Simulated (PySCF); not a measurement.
## Working out the ionisation energy of Cd⁺

Cd⁺ [Kr] 4d10 5s1 (2S) → Cd²⁺ [Kr] 4d10 (1S). Calculation: PySCF 2.14, in def2-SVP with the def2 core potential (28 electrons); a scalar-relativistic core potential. Frozen: 4s2 4p6. Energies in hartree (1 hartree = 27.21139 eV):

```json
{"part": "UHF", "Cd⁺ (lower)": "-166.576992", "Cd²⁺ (upper)": "-166.004128"}
{"part": "CCSD correlation", "Cd⁺ (lower)": "-0.229238", "Cd²⁺ (upper)": "-0.205209"}
{"part": "(T)", "Cd⁺ (lower)": "-0.002906", "Cd²⁺ (upper)": "-0.001858"}
```

Task: What does Hartree-Fock give?

Result: (-166.004128) − (-166.576992) = 0.572864 hartree = 15.588 eV.

Task: What do CCSD and CCSD(T) give?

Result: The CCSD correlation energies differ by 0.024029 hartree = 0.654 eV and the triples by 0.001048 hartree = 0.029 eV, so CCSD gives 16.242 eV and CCSD(T) 16.271 eV.

Measured between the centres of the two terms (NIST): 16.908 eV, so CCSD(T) (valence) is off by -0.637 eV.

A double-zeta basis recovers only part of the correlation energy.

What remains against the reference includes basis incompleteness, the frozen core and higher excitations.
